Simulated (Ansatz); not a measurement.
Born–Oppenheimer molecular dynamics of F$_{2}$H$_{2}$HfO$_{2}$ (7 atoms, charge 0, multiplicity 1). It starts from a relaxed structure.

Computed with Ansatz 0.2.0, RKS PBE/def2-SVP.

| Property | Result |
| --- | --- |
| ensemble | NVE (velocity Verlet) |
| time step | 0.5 fs |
| steps asked | 150 |
| starting velocities drawn for | 200 K |
| masses | H 2.014 u |
| seed | 122224 |

Frames 5 fs apart, positions in Å.

Velocities at 5 fs (Å/ps):

```
Hf -0.19 -0.21 0.55
O 0.93 0.87 -0.58
H 9.56 10.27 -13.35
F -1.27 -0.25 0.18
O -0.29 -2.24 2.12
H 5.16 9.75 -18.18
F 1.00 1.29 -3.28
```

```xyz
7
Properties=species:S:1:pos:R:3 time_fs=5 energy_less_start_eV=0.015 T=177
Hf -0.140 -0.118 -0.030
O -0.301 -0.191 1.871
H -0.439 -0.078 2.835
F 1.708 0.171 -0.490
O -1.209 1.293 -0.787
H -1.709 2.033 -1.130
F -0.698 -1.798 -0.801
7
Properties=species:S:1:pos:R:3 time_fs=10 energy_less_start_eV=0.046 T=130
Hf -0.141 -0.119 -0.028
O -0.297 -0.188 1.870
H -0.394 -0.024 2.792
F 1.703 0.170 -0.489
O -1.213 1.286 -0.779
H -1.666 2.053 -1.204
F -0.693 -1.792 -0.817
7
Properties=species:S:1:pos:R:3 time_fs=15 energy_less_start_eV=0.063 T=104
Hf -0.142 -0.120 -0.026
O -0.292 -0.186 1.870
H -0.362 0.040 2.834
F 1.701 0.169 -0.489
O -1.222 1.289 -0.776
H -1.590 2.015 -1.247
F -0.689 -1.787 -0.833
7
Properties=species:S:1:pos:R:3 time_fs=20 energy_less_start_eV=0.064 T=103
Hf -0.143 -0.121 -0.026
O -0.288 -0.181 1.892
H -0.328 0.079 2.793
F 1.702 0.170 -0.489
O -1.227 1.286 -0.769
H -1.552 2.042 -1.325
F -0.684 -1.784 -0.848
7
Properties=species:S:1:pos:R:3 time_fs=25 energy_less_start_eV=0.055 T=116
Hf -0.144 -0.123 -0.026
O -0.283 -0.181 1.907
H -0.302 0.140 2.841
F 1.704 0.171 -0.490
O -1.236 1.293 -0.769
H -1.489 1.999 -1.347
F -0.680 -1.781 -0.863
7
Properties=species:S:1:pos:R:3 time_fs=30 energy_less_start_eV=0.055 T=114
Hf -0.146 -0.124 -0.026
O -0.279 -0.177 1.929
H -0.282 0.172 2.825
F 1.706 0.172 -0.491
O -1.239 1.294 -0.764
H -1.450 2.005 -1.405
F -0.677 -1.779 -0.875
7
Properties=species:S:1:pos:R:3 time_fs=35 energy_less_start_eV=0.067 T=97
Hf -0.147 -0.125 -0.025
O -0.274 -0.175 1.940
H -0.267 0.209 2.824
F 1.706 0.173 -0.492
O -1.241 1.298 -0.763
H -1.411 1.984 -1.430
F -0.672 -1.777 -0.886
7
Properties=species:S:1:pos:R:3 time_fs=40 energy_less_start_eV=0.086 T=67
Hf -0.148 -0.126 -0.024
O -0.268 -0.173 1.938
H -0.258 0.246 2.833
F 1.704 0.175 -0.493
O -1.240 1.301 -0.763
H -1.378 1.956 -1.444
F -0.668 -1.774 -0.895
7
Properties=species:S:1:pos:R:3 time_fs=45 energy_less_start_eV=0.102 T=43
Hf -0.149 -0.127 -0.022
O -0.261 -0.169 1.934
H -0.256 0.251 2.777
F 1.698 0.177 -0.494
O -1.234 1.300 -0.759
H -1.362 1.964 -1.485
F -0.664 -1.771 -0.902
7
Properties=species:S:1:pos:R:3 time_fs=50 energy_less_start_eV=0.108 T=34
Hf -0.150 -0.128 -0.020
O -0.255 -0.169 1.913
H -0.259 0.286 2.799
F 1.691 0.179 -0.495
O -1.227 1.305 -0.762
H -1.345 1.921 -1.463
F -0.660 -1.768 -0.906
7
Properties=species:S:1:pos:R:3 time_fs=55 energy_less_start_eV=0.103 T=42
Hf -0.151 -0.129 -0.018
O -0.250 -0.165 1.904
H -0.269 0.272 2.741
F 1.683 0.182 -0.496
O -1.217 1.304 -0.757
H -1.351 1.943 -1.504
F -0.657 -1.767 -0.909
7
Properties=species:S:1:pos:R:3 time_fs=60 energy_less_start_eV=0.090 T=61
Hf -0.152 -0.130 -0.017
O -0.245 -0.164 1.892
H -0.287 0.286 2.762
F 1.678 0.185 -0.498
O -1.208 1.311 -0.761
H -1.357 1.917 -1.481
F -0.655 -1.767 -0.910
```

Of the whole run (75 fs, mean temperature of the second half 61 K): The conserved energy stayed within 0.11 meV per atom of its start (net change 0.066 meV per atom), so the integration is sound. A run of 0.075 ps of so small a system gives no equilibrium averages.

Time of the run: 7.9 min on 1 thread of Arm Neoverse V2, with other jobs on the host, peak memory 0.17 GiB.
